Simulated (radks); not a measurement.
Neutral chromium, configuration [Ar] 3d5 4s1 (the NIST ground configuration).

Calculated with a radial shooting solver on a logarithmic mesh with Libxc functionals: non-relativistic Kohn-Sham, LDA (Slater exchange, Perdew-Wang correlation), spin-polarised, spherical densities, point nucleus; open shells are filled with parallel spins first.

Energy parts (hartree):
| part | energy |
|---|---|
| total | -1042.20861 |
| kinetic | 1040.85782 |
| electron-nucleus | -2479.47567 |
| Hartree | 442.87633 |
| exchange-correlation | -46.46709 |

Orbitals (lengths in bohr, moments of r in powers of bohr):
| orbital | occ. | eigenvalue (hartree) | <r^2> | <r^4> |
|---|---|---|---|---|
| 1s up | 1 | -213.8323 | 0.005546 | 0.00007857 |
| 1s down | 1 | -213.8312 | 0.005546 | 0.00007856 |
| 2s up | 1 | -24.09375 | 0.1042 | 0.01898 |
| 2s down | 1 | -24.02840 | 0.1038 | 0.01883 |
| 2p up | 3 | -20.49942 | 0.08419 | 0.01448 |
| 2p down | 3 | -20.44921 | 0.08381 | 0.01433 |
| 3s up | 1 | -2.67838 | 0.9622 | 1.519 |
| 3s down | 1 | -2.52294 | 0.9672 | 1.539 |
| 3p up | 3 | -1.68341 | 1.115 | 2.228 |
| 3p down | 3 | -1.53008 | 1.125 | 2.285 |
| 3d up | 5 | -0.14623 | 3.010 | 30.48 |
| 3d down | 0 | -0.01051 | 7.090 | 386.0 |
| 4s up | 1 | -0.16659 | 12.90 | 284.8 |
| 4s down | 0 | -0.09134 | 17.88 | 600.3 |

The highest occupied level is 3d up at -3.979 eV. Summed over all electrons, <r^2> = 37.33 bohr^2, which gives a Langevin (diamagnetic) susceptibility term of -29.6 x 10^-6 cm^3/mol.
